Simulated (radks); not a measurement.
The numbers below are computed, except where a source is named.
Isoelectronic series with 7 electrons, all held in the configuration [He] 2s2 2p3, which need not be the ground one along the series. Code: a radial shooting solver on a logarithmic mesh with Libxc functionals. Model: scalar-relativistic Kohn-Sham, LDA (Slater exchange, Perdew-Wang correlation), spin-polarised, spherical densities, point nucleus; open shells are filled with parallel spins first (spin-orbit coupling, left out, can overturn this in heavy ions). Total energies (hartree) and mean radii <r> (bohr) (* marks an orbital that is empty in some or all of the ions):

| ion | E (hartree) | 2p down* | 2p up | 2s down | 2s up | 1s down |
|---|---|---|---|---|---|---|
| Ce51+ | -5448.9999 | 0.08846 | 0.08813 | 0.1017 | 0.1014 | 0.02452 |
| Pr52+ | -5652.4455 | 0.08677 | 0.08645 | 0.09965 | 0.09937 | 0.02404 |
| Nd53+ | -5860.1801 | 0.08513 | 0.08483 | 0.09767 | 0.09741 | 0.02358 |
| Pm54+ | -6072.2496 | 0.08355 | 0.08326 | 0.09577 | 0.09551 | 0.02313 |
| Sm55+ | -6288.7015 | 0.08203 | 0.08175 | 0.09392 | 0.09367 | 0.02269 |
| Eu56+ | -6509.5849 | 0.08055 | 0.08028 | 0.09212 | 0.09189 | 0.02227 |
| Gd57+ | -6734.9509 | 0.07912 | 0.07886 | 0.09038 | 0.09016 | 0.02186 |
| Tb58+ | -6964.8522 | 0.07773 | 0.07748 | 0.08870 | 0.08848 | 0.02146 |
| Dy59+ | -7199.3437 | 0.07639 | 0.07615 | 0.08706 | 0.08685 | 0.02107 |
| Ho60+ | -7438.4822 | 0.07509 | 0.07485 | 0.08546 | 0.08526 | 0.02069 |
| Er61+ | -7682.3266 | 0.07383 | 0.07360 | 0.08391 | 0.08372 | 0.02033 |
| Tm62+ | -7930.9380 | 0.07260 | 0.07238 | 0.08241 | 0.08222 | 0.01997 |
| Yb63+ | -8184.3799 | 0.07141 | 0.07120 | 0.08094 | 0.08076 | 0.01962 |
| Lu64+ | -8442.7184 | 0.07025 | 0.07005 | 0.07951 | 0.07934 | 0.01928 |
| Hf65+ | -8706.0218 | 0.06913 | 0.06893 | 0.07812 | 0.07795 | 0.01895 |
| Ta66+ | -8974.3614 | 0.06803 | 0.06784 | 0.07676 | 0.07660 | 0.01862 |
| W67+ | -9247.8111 | 0.06697 | 0.06678 | 0.07544 | 0.07528 | 0.01831 |
| Re68+ | -9526.4480 | 0.06593 | 0.06575 | 0.07414 | 0.07399 | 0.01800 |
| Os69+ | -9810.3522 | 0.06492 | 0.06475 | 0.07288 | 0.07274 | 0.01769 |
| Ir70+ | -10099.6072 | 0.06394 | 0.06377 | 0.07165 | 0.07151 | 0.01740 |
| Pt71+ | -10394.2998 | 0.06298 | 0.06282 | 0.07045 | 0.07031 | 0.01711 |
| Au72+ | -10694.5206 | 0.06205 | 0.06189 | 0.06927 | 0.06914 | 0.01683 |
| Hg73+ | -11000.3642 | 0.06114 | 0.06098 | 0.06812 | 0.06799 | 0.01655 |
